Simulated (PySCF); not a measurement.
Species: C7H7N3.
Z-matrix (Å and degrees, PBE0-D3(BJ)/def2-SVP geometry), rows numbered from 1:
```
C 
C   1  1.4865
N   2  1.3468  1  122.86
N   3  1.2987  2  111.36  1   179.97
N   4  1.3351  3  106.86  2     0.02
C   5  1.3653  4  125.45  3   179.99
C   6  1.3636  5  118.56  4  -179.99
C   7  1.4262  6  120.44  5    -0.03
C   8  1.3712  7  120.27  6     0.04
C   5  1.3831  4  111.30  3    -0.01
H   1  1.1016  2  111.90  3   119.58
H   1  1.1016  2  111.92  3  -119.55
H   1  1.0977  2  108.84  3     0.03
H   6  1.0900  5  115.57  4    -0.01
H   7  1.0906  6  119.04  5   179.99
H   8  1.0916  7  119.45  6  -179.97
H   9  1.0912  8  121.71  7   179.99
```

The closed-shell ground state was solved at several levels (PySCF, density fitting, gas phase, non-relativistic).

| level | basis functions | HOMO (eV) | LUMO (eV) | gap (eV) | dipole (D) |
| --- | --- | --- | --- | --- | --- |
| PBE0/pcSseg-1 | 205 | -6.35 | -1.44 | 4.91 | 4.56 |
| mPW1PW91/pcSseg-1 | 205 | -6.38 | -1.46 | 4.92 | 4.58 |

Task: Estimate the row for B3LYP/def2-SVPD, a basis of 256 functions; the other rows only guide the guess.

Result: HOMO -6.18 eV, LUMO -1.65 eV, gap 4.53 eV, dipole 4.58 D.

Task: How far do the dipole and the HOMO energy spread over the levels?

Result: The dipole runs from 4.56 to 4.58 D (mean 4.57 D) and the HOMO from -6.38 to -6.18 eV.
